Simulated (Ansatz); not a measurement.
F₃H₂InS, SMILES `[F][In-]([F])([F])[SH2+]`. Charge 0, multiplicity 1. In: def2 effective core potential. Geometry: relaxed with PBE0-D4/def2-TZVP. It is one conformer, not always the lowest.

```xyz
7

F     0.249    2.038    1.723
In   -0.481    0.900    0.342
F    -0.312    1.442   -1.519
F    -1.954   -0.296    0.779
S     1.211   -1.145   -0.004
H     1.128   -0.953   -1.335
H     0.159   -1.987    0.014
```

(1) What is the dipole moment at ωB97M-V/def2-TZVPP? (Best estimate.)

(2) And with PBE, r2SCAN, B3LYP? (Estimate.)

(3) Give the Mulliken charges with ωB97M-V, B3LYP, PBE in def2-TZVPP. (Best estimate.)

## Answers

(1) Ansatz gave: 4.70 D, with components (2.46, -3.83, -1.15) D in this frame, pointing from negative to positive charge.

(2) Ansatz gave: PBE 4.65 D, r2SCAN 4.72 D, B3LYP 4.73 D.

(3) Computed: 
```csv
atom,ωB97M-V,B3LYP,PBE
F1,-0.47,-0.47,-0.42
In2,1.20,1.22,1.07
F3,-0.49,-0.49,-0.44
F4,-0.49,-0.49,-0.44
S5,-0.12,-0.11,-0.12
H6,0.19,0.17,0.18
H7,0.19,0.17,0.18
```

B3LYP here is the variant with VWN-RPA as its local correlation; programs differ in this.
